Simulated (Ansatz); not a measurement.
`BO[C](=O)[GeH3]` + H₂ → `O=[CH][GeH3]` + `BO` at 298.15 K and 1 bar (hydrogenolysis of a C–O bond).

Isolated molecules relaxed with PBE0-D4/def2-TZVP in Ansatz; ΔE leaves out vibrations. CCSD(T)/CBS adds triple-zeta CCSD(T) − MP2 to the extrapolated MP2 energy (def2 sets, frozen cores). This one scheme is used for every species. For Ge outer-core shells are correlated without core-valence functions, which leaves a few kJ/mol of doubt a bond. Scalar relativity is left out up to krypton.

```tsv
species	CCSD(T)/CBS energy (Eh)	H − E (kJ/mol)	S (J/(mol·K))
`BO[C](=O)[GeH3]`	-2292.31995	174.2	357.2
H₂	-1.17544	35.1	130.4
`O=[CH][GeH3]`	-2191.69659	122.4	302.7
`BO`	-101.80414	103.5	230.4
```

H − E and S are ideal-gas, rigid-rotor, harmonic terms from PBE0-D4/def2-TZVP, for one conformer and one mirror image of each species. The MP2-based limit puts H₂ 0.8 mEh under its directly extrapolated value; such offsets cancel only in part. 1 Eh = 2625.50 kJ/mol, R = 8.31446 J/(mol·K).

Question: By hand: ΔE, ΔH, ΔS and ΔG.

Answer: ΔE = (-2191.69659) + (-101.80414) − (-2292.31995) − (-1.17544) = -0.00534 Eh = -14.0 kJ/mol. Δ(H − E) = 122.4 + 103.5 − 174.2 − 35.1 = 16.6, so ΔH = 2.6 kJ/mol. ΔS = 302.7 + 230.4 − 357.2 − 130.4 = 45.5 J/(mol·K). ΔG = 2.6 − 298.15 × (45.5)/1000 = -11.0 kJ/mol.

Question: By hand: the equilibrium constant, and the temperature at which ΔG would vanish if ΔH and ΔS stayed fixed.

Answer: log₁₀ K = −ΔG/(RT ln 10) = 1.9. ΔG = 0 at ΔH/ΔS = 57 K, though so small a ΔH makes that figure unsure.

TΔS isn't small against ΔH here. A doubt of 5 kJ/mol in ΔE shifts log₁₀ K by 0.9 here. Other conformers and mirror images would add mixing entropy, several J/(mol·K) or more a flexible species. Modes under 60 cm⁻¹, often nearly free rotors, make the harmonic entropy too high. These are equilibria of isolated gas molecules and say nothing of rates. Largest T1 diagnostic: 0.015 (customary marks: 0.02 for closed shells, 0.045 for open ones).
